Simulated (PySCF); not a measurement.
FH3OSn, SMILES [OH][SnH2][F].

The structure is a stationary point at PBE0-D3(BJ)/def2-TZVP. A frequency run showed that this geometry is not a minimum. The def2 effective core potentials stand for the cores of Sn; spin–orbit coupling is left out. Other conformers were not sampled.

Calculation: PBE0-D3(BJ)/def2-TZVP (PySCF 2.14.0).

Frequencies are harmonic and unscaled.

| mode | ν (cm⁻¹) | IR (km/mol) | moving atoms (share of kinetic energy) |
|---|---|---|---|
| 1 | 142i | 92.4 | H 90 %, O 10 % |
| 2 | 169 | 22.9 | F 42 %, O 38 %, Sn 11 %, H 8 % |
| 3 | 456 | 79.4 | H 85 % |
| 4 | 491 | 0.0 | H 96 % |
| 5 | 608 | 144.7 | F 59 %, H 25 %, Sn 15 % |
| 6 | 633 | 124.7 | O 39 %, H 36 %, F 15 %, Sn 11 % |
| 7 | 644 | 20.5 | H 51 %, O 35 %, F 11 % |
| 8 | 681 | 37.8 | H 86 %, O 12 % |
| 9 | 847 | 92.4 | H 92 % |
| 10 | 1981 | 51.0 | H 100 % |
| 11 | 1988 | 155.0 | H 99 % |
| 12 | 3887 | 80.7 | H 94 % |
